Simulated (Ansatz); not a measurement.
System: GeO, charge -1, doublet. GeO- (parent SMILES [O]=[Ge], doublet).
B3LYP-D3(BJ)/def2-TZVP minimum from Ansatz (an electronic-structure program):
```xyz
2

Ge     0.0000     0.0000    -0.3409
O      0.0000     0.0000     1.3634
```
Charge -1, spin multiplicity 2.

Total energies in aug-cc-pVTZ, 11 correlated electrons, 15 frozen orbitals. UHF or UKS for unpaired electrons; spin-orbit terms are left out. Correlated methods leave the cores frozen (noble-gas shells, and filled d and f shells in the p block). No relativity. The spin of GeO- (parent SMILES [O]=[Ge], doublet) was assumed, and the state is the lowest solution found for it.

```csv
method,program,energy (Eh),minus CCSDT(Q) (mEh)
HF,Ansatz,-2150.28599,378.35
MP2,Ansatz,-2150.64494,19.40
CCSD,Ansatz,-2150.64080,23.54
CCSD(T),Ansatz,-2150.66202,2.32
CCSDT(Q),Ansatz,-2150.66434,0.00
```

Rough core times of Ansatz's runs on a shared machine: CCSD(T) 3 min, CCSDT(Q) 20 min.
